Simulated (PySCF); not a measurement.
Compound: C₄H₅NO₂S₂.
Structure used (GFN2-xTB), in Å, numbered top down from 1:
```
atom  x, y, z in Å
C1    -1.8962   -0.3576    0.7266
S2    -0.9931    0.1833   -0.7499
O3    -1.3582    1.5401   -1.0444
O4    -1.1456   -0.8113   -1.7725
C5     0.7043    0.1707   -0.2048
C6     1.5081   -0.9817   -0.0941
N7     2.7221   -0.7763    0.3368
S8     2.9872    0.8050    0.6279
C9     1.4094    1.2785    0.1704
H10   -1.5517   -1.3488    0.9905
H11   -2.9494   -0.3764    0.4752
H12   -1.7079    0.3549    1.5192
H13    1.1910   -1.9776   -0.3461
H14    1.0794    2.2965    0.1832
```

A PySCF run (density fitting, gas phase, GFN2-xTB geometry) gave HOMO -8.14 eV, LUMO -1.95 eV, dipole 3.91 D.

Problem. Which of these levels was it?
A. PBE0/pcSseg-1
B. OLYP/pcSseg-1
C. X3LYP/pcSseg-1
D. B3LYP/aug-cc-pVDZ
E. mPW1PW91/def2-SVP

Solution. D. It is B3LYP/aug-cc-pVDZ. All candidates on this geometry:

```json
{"level and settings": "OLYP/pcSseg-1, start guess vsap", "kind": "GGA", "basis functions": "192", "SCF cycles": "18", "E (Eh)": "-1156.7791", "HOMO (eV)": "-6.87", "LUMO (eV)": "-2.34", "dipole (D)": "3.58"}
{"level and settings": "B3LYP/aug-cc-pVDZ, damping 0.3 at the start, DIIS from the seventh cycle, start guess vsap", "kind": "global hybrid", "basis functions": "260", "SCF cycles": "25", "E (Eh)": "-1156.9964", "HOMO (eV)": "-8.14", "LUMO (eV)": "-1.95", "dipole (D)": "3.91"}
{"level and settings": "X3LYP/pcSseg-1, grid level 4", "kind": "global hybrid", "basis functions": "192", "SCF cycles": "15", "E (Eh)": "-1156.6430", "HOMO (eV)": "-8.22", "LUMO (eV)": "-1.82", "dipole (D)": "3.91"}
{"level and settings": "PBE0/pcSseg-1", "kind": "global hybrid", "basis functions": "192", "SCF cycles": "15", "E (Eh)": "-1156.1759", "HOMO (eV)": "-8.45", "LUMO (eV)": "-1.76", "dipole (D)": "3.90"}
{"level and settings": "mPW1PW91/def2-SVP, fitting basis def2-universal-jkfit", "kind": "global hybrid", "basis functions": "159", "SCF cycles": "12", "E (Eh)": "-1156.3475", "HOMO (eV)": "-8.36", "LUMO (eV)": "-1.66", "dipole (D)": "3.82"}
```

The nearest other candidate, by the summed differences of HOMO and LUMO, is X3LYP/pcSseg-1: its HOMO differs by -0.08 eV and its LUMO by +0.13 eV. Cycle counts include a coarse-grid stage where the run had one.
